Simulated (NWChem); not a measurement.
System: SiAsH$_{5}$O$_{2}$; SMILES O[SiH]([AsH2])O

```xyz
9

Si    -0.0110    -1.0209    -0.3361
O      1.4607    -1.4421     0.3598
O     -1.3226    -1.8164     0.3513
As    -0.1413     1.3167     0.0788
H     -0.0802    -1.4428    -1.7750
H      1.7383    -2.3614     0.1952
H     -1.4889    -1.5899     1.2839
H      0.9945     1.5886    -0.9247
H     -1.2118     1.4637    -1.0199
```
Atoms are numbered in this order, from 1.

Results from NWChem. Pople sets run with spherical d functions. Structure relaxed at the PBE-D3(BJ)/def2-SVP level. Vzz is the largest principal value of the second derivative of the potential at the nucleus (NWChem prints the opposite sign); η is the asymmetry. Non-relativistic.

Task: What does the run give for Hartree-Fock/6-31G*? Quantities: Vzz O2 (a.u.); η O2; Vzz O3 (a.u.); η O3; Vzz As4 (a.u.); η As4.

Result: 
```json
{
  "Vzz O2 (a.u.)": "1.445",
  "η O2": "0.60",
  "Vzz O3 (a.u.)": "1.434",
  "η O3": "0.60",
  "Vzz As4 (a.u.)": "-1.966",
  "η As4": "0.58"
}
```
